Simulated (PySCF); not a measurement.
Br₄Se, SMILES Br[Se-](Br)(Br)Br, charge -1, multiplicity 2.

Geometry: B3LYP-D3(BJ)/def2-SVPD.

All values below come from B3LYP/def2-SVPD run with PySCF.

The molecule is in vacuum.

* **total energy**: -12696.95061 hartree
* **point group**: C2v
* **α spin, highest occupied and lowest empty level**: -3.38 and 0.58 eV
* **β spin, highest occupied and lowest empty level**: -3.47 and -1.55 eV
* **dipole moment about the centre of nuclear charge**: 0.072 e·Å
* **mean static polarisability**: 185.1 bohr³ (27.43 Å³)
* **polarisability, principal values**: 98.1, 225.9, 231.4 bohr³
* **⟨S²⟩**: 0.753 (pure state 0.75)
